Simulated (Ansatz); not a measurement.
Born–Oppenheimer molecular dynamics of Cl3HOSi (6 atoms, charge 0, multiplicity 1). It goes on from the last frame of an earlier run, with new velocities.

Method: RKS PBE/6-31G (Ansatz).

- ensemble: NVT, Langevin thermostat
- time step: 1 fs
- steps asked: 100
- set temperature: 2000 K
- friction: 0.005 /fs
- seed: 394969

First frame:

```xyz
6
Properties=species:S:1:pos:R:3
Si 0.056 -0.141 -0.049
O -0.371 -0.150 1.644
H -0.289 0.702 2.127
Cl 2.143 0.148 -0.772
Cl -1.072 1.620 -0.727
Cl -1.130 -1.713 -0.864
```

(1) How far do the bonds stretch over the last three quarters of this one trajectory? (Pairs bonded in most of those frames.)

## Answers

(1) 
```json
{"bond": "Si1–O2", "mean (Å)": "1.752", "spread (Å)": "0.025", "shortest": "1.71", "longest": "1.80"}
{"bond": "Si1–Cl4", "mean (Å)": "2.262", "spread (Å)": "0.075", "shortest": "2.11", "longest": "2.37"}
{"bond": "Si1–Cl5", "mean (Å)": "2.193", "spread (Å)": "0.138", "shortest": "1.97", "longest": "2.36"}
{"bond": "Si1–Cl6", "mean (Å)": "2.227", "spread (Å)": "0.046", "shortest": "2.16", "longest": "2.30"}
{"bond": "O2–H3", "mean (Å)": "1.019", "spread (Å)": "0.090", "shortest": "0.87", "longest": "1.18"}
```

Mean temperature of the second half: 1468 K. The mean temperature of the second half is 27 % below the set value. A run of 0.1 ps of so small a system gives no equilibrium averages. Limits of this set-up: no polarisation functions.

Run time: 5.4 min on 1 thread of Arm Neoverse V1, with other jobs on the host, peak memory 0.1 GiB.
